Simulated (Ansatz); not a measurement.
A nudged elastic band was laid between two geometries of AlH₇O₂Si (11 atoms, charge 0, multiplicity 1).

These are results of RHF/6-31G* (Ansatz 0.2.0), not measurements.

| Property | Result |
| --- | --- |
| movable images | 5 |
| climbing image | yes |
| spring | 5.0 eV/Å² |
| optimiser | quadratic models (default) |
| start path | through a guess of the saddle point |
| force threshold | 0.03 eV/Å |
| iteration limit | 60 |
| end points | relaxed |

Image 0:

```xyz
11
Properties=species:S:1:pos:R:3
Al -0.068 0.186 0.315
O -0.672 -0.031 1.922
Si -1.500 -0.757 3.104
H -2.530 -1.678 2.577
H -0.606 -1.536 3.989
H -2.185 0.252 3.943
H 1.433 -0.277 0.035
H -1.136 0.159 -0.858
O 0.296 2.150 0.651
H 1.205 2.422 0.566
H 0.005 2.347 1.538
```

Image 6:

```xyz
11
Properties=species:S:1:pos:R:3
Al -0.052 0.547 0.175
O -0.343 0.268 2.137
Si -1.457 -0.622 3.054
H -1.666 -1.864 2.310
H -0.852 -0.867 4.369
H -2.696 0.149 3.200
H 1.064 -0.502 -0.277
H -1.540 0.361 -0.368
O 0.500 2.155 0.545
H 1.287 2.513 0.165
H -0.004 1.097 2.473
```

Problem. What changes between the two ends?

Solution. Bonds broken: O9–H11. Bonds formed: O2–H11.

Problem. What energy profile does the band end with?

Solution. The run converged. The highest image is number 3 of 0 to 6, 87.6 kJ/mol above the first end and 50.9 kJ/mol above the last; the last end lies 36.7 kJ/mol above the first. A vibrational analysis at the climbing image gives one clearly imaginary mode, 1569i cm⁻¹: a first-order saddle point. The orbitals stay closed-shell, which can raise the energy where a bond breaks towards radicals; this wasn't checked here.

| image | path coordinate (Å) | energy (kJ/mol) | O9–H11 (Å) | O2–H11 (Å) |
| --- | --- | --- | --- | --- |
| 0 | 0.00 | 0.0 | 0.95 | 2.50 |
| 1 | 0.68 | 0.5 | 0.95 | 2.49 |
| 2 | 1.35 | 10.1 | 0.96 | 1.94 |
| 3 | 2.03 | 87.6 | 1.25 | 1.17 |
| 4 | 2.69 | 43.0 | 1.93 | 0.96 |
| 5 | 3.35 | 37.3 | 2.20 | 0.96 |
| 6 | 4.00 | 36.7 | 2.26 | 0.96 |

Problem. What is the geometry of the highest image?

Solution. 
```xyz
11
Properties=species:S:1:pos:R:3:forces:R:3
Al -0.029 0.375 0.090 0.00 0.00 0.00
O -0.506 0.178 1.911 0.00 0.00 -0.01
Si -1.432 -0.578 3.057 0.00 0.00 0.01
H -2.076 -1.750 2.443 0.00 0.00 0.00
H -0.581 -1.011 4.178 0.00 0.00 0.00
H -2.454 0.354 3.560 0.00 0.00 0.00
H 1.334 -0.354 -0.268 0.00 0.00 0.00
H -1.296 0.307 -0.853 0.00 0.00 0.00
O 0.268 2.031 0.889 0.00 0.00 0.00
H 1.137 2.401 0.963 0.00 0.00 0.00
H -0.125 1.283 1.812 0.00 0.00 0.00
```

Problem. What are the harmonic wavenumbers there?

Solution. 1569i, 29, 64, 142, 431, 454, 509, 551, 557, 648, 746, 789, 817, 839, 855, 1046, 1048, 1061, 1108, 1397, 2005, 2022, 2045, 2398, 2405, 2415, 4137 cm⁻¹.

The band took 23 iterations and of the order of 3 core-minutes.

Time of the run: 3.3 min on 1 thread of Arm Neoverse V1, with other jobs on the host, peak memory 0.15 GiB.
